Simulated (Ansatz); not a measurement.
The cluster Sn3H2, relaxed as a quintet with UKS PBE-D4/def2-SVP in Ansatz, starting from the PBE-D4/def2-SVP geometry of the neutral singlet. Force threshold 0.02 eV/Å.

In the def2 sets Sn takes a core potential; there is no spin–orbit coupling. At PBE-D4/def2-SVP a singlet of charge 0 lies 2.33 eV below the quintet, each at its own geometry. The structure comes from a short search, and lower isomers may exist.

Start:

```xyz
5

Sn    0.206    1.188    1.463
Sn   -1.865    0.235   -0.246
Sn    0.923   -0.797   -0.674
H     1.776    0.333    0.893
H    -1.040   -0.959   -1.435
```

```
         step  energy (eV)  largest force component (eV/Å)  SCF passes
            1  -17524.3833                           1.768          15
            2  -17524.8709                           0.266          23
            3  -17524.9791                           0.477          21
            4  -17525.0818                           0.523          20
            5  -17525.1692                           0.139          20
            6  -17525.1934                           0.148          20
            7  -17525.2568                           0.178          21
            8  -17525.3209                           0.237          22
            9  -17525.3644                           0.159          21
           10  -17525.3862                           0.141          22
11 (rejected)  -17525.3749                           0.083          20
           12  -17525.3946                           0.022          20
           13  -17525.3947                           0.011          15
```

Force components are those of the run's own axes.

End:

```xyz
5

Sn    0.211    1.095    1.723
Sn   -2.046    0.065   -0.162
Sn    0.928   -1.359   -0.369
H     1.377    0.520    0.175
H    -0.470   -0.322   -1.368
```

By distances, no bond broke or formed. The bond that changes most is Sn1–Sn2, from 2.85 to 3.12 Å (atoms count from 1).

No frequencies were taken in this run, so the end may be a saddle point.

It took 21 s on 4 threads of Arm Neoverse N1 on a shared host.
